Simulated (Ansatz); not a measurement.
Consider the hydrogenolysis of a B–F bond: `CC[Se]BF` + H₂ → `B[Se]CC` + H–F.

Computed with Ansatz on PBE0-D4/def2-TZVP structures; ΔE is electronic, products minus reactants. CBS: MP2 limit from def2 TZ/QZ plus the TZ coupled-cluster correction, frozen cores. This one scheme is used for every species. Functionals use def2-TZVPP. B3LYP here is the variant with VWN-RPA as its local correlation; programs differ in this. For Se outer-core shells are correlated without core-valence functions, which leaves a few kJ/mol of doubt a bond. Scalar relativity is left out up to krypton. One conformer a species, not always the lowest.

`CC[Se]BF`:

```xyz
11

C     0.618    1.055   -0.853
C     0.971    0.050    0.220
Se   -0.369   -0.047    1.654
B    -1.664   -1.192    0.819
F    -1.467   -1.681   -0.398
H     1.417    1.104   -1.599
H     0.484    2.054   -0.434
H    -0.304    0.777   -1.365
H     1.900    0.310    0.728
H     1.076   -0.956   -0.184
H    -2.662   -1.475    1.411
```

H₂:

Z-matrix (Å, degrees):
```
H
H 1 0.746
```

`B[Se]CC`:

Cartesian coordinates in Å:
```
B 1.898 0.883 -0.715
Se 1.500 -0.519 0.481
C -0.382 -0.153 0.903
C -1.329 -0.681 -0.151
H 1.068 1.697 -0.987
H 3.001 0.910 -1.166
H -0.557 -0.622 1.872
H -0.469 0.926 1.027
H -2.366 -0.487 0.139
H -1.212 -1.757 -0.289
H -1.152 -0.198 -1.114
```

H–F:

```xyz
2

F     0.260    0.376   -0.048
H    -0.260   -0.376    0.048
```

**Question.** Is it downhill or uphill in electronic energy at CCSD(T)/CBS, and by how much? (Estimate.)

**Answer.** The calculation gave: Uphill: ΔE = +99.5 kJ/mol.

**Question.** What do these levels give: B3LYP-D4, ωB97X-V, B2PLYP, MP2/def2-TZVPP, MP2/CBS(def2), CCSD/CBS(def2)? (Estimate.)

**Answer.** Computed: B3LYP-D4 110.1, ωB97X-V 108.3, B2PLYP 107.3, MP2/def2-TZVPP 103.9, MP2/CBS(def2) 101.7, CCSD/CBS(def2) 97.8 kJ/mol.

Largest T1 diagnostic among the species: 0.012.

From PBE to PBE0 (25 % exact exchange), in def2-TZVPP and without D4, ΔE moves by −4.0 kJ/mol.
